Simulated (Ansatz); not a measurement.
A nudged elastic band was laid between two geometries of F3HSi (5 atoms, charge 0, multiplicity 1).

The calculation used RKS PBE0/def2-SVP in Ansatz.

```yaml
movable_images: 1
climbing_image: yes
spring: 5.0 eV/Å²
optimiser: quadratic models (default)
start_path: through a guess of the saddle point
force_threshold: 0.03 eV/Å
iteration_limit: 60
end_points: relaxed
```

First end point:

```xyz
5
Properties=species:S:1:pos:R:3
Si 0.222 0.000 0.208
H 0.167 0.000 1.672
F 1.736 0.000 -0.305
F -0.502 1.293 -0.390
F -0.502 -1.293 -0.390
```

Last end point:

```xyz
5
Properties=species:S:1:pos:R:3
Si -0.857 0.000 0.145
H 1.565 0.000 1.637
F 1.469 0.000 0.715
F -0.528 1.249 -0.852
F -0.528 -1.249 -0.852
```

(1) What changes between the two ends?

(2) What energy profile does the band end with?

(3) What is the geometry of the highest image?

The band took 9 iterations and about 19 core-seconds.

Results:

(1) Bonds broken: Si1–H2, Si1–F3. Bonds formed: H2–F3. F3HSi becomes F2Si + FH.

(2) The run converged. The highest image is number 1 of 0 to 2, 82.8 kcal/mol above the first end and 18.9 kcal/mol above the last; the last end lies 63.8 kcal/mol above the first. Neighbouring images differ by up to 3.6 eV, so the band resolves the path poorly. Another band between the same ends (5 images) ends at a top of the same energy, where a vibrational analysis finds 1 clearly imaginary mode. So few images can step over the top or miss a turn of the path. The orbitals stay closed-shell, which can raise the energy where a bond breaks towards radicals; this wasn't checked here.

```
image  path coordinate (Å)  energy (kcal/mol)  Si1–H2 (Å)  Si1–F3 (Å)  H2–F3 (Å)
    0                 0.00                0.0        1.47        1.60       2.52
    1                 1.26               82.8        1.64        1.89       1.20
    2                 2.25               63.8        2.84        2.39       0.93
```

(3) 
```xyz
5
Properties=species:S:1:pos:R:3
Si -0.281 0.000 0.323
H 0.980 0.000 1.368
F 1.604 0.000 0.348
F -0.591 1.270 -0.623
F -0.591 -1.270 -0.623
```

Time of the run: 19 s on 1 thread of Arm Neoverse V1, on a shared host, peak memory 0.12 GiB.
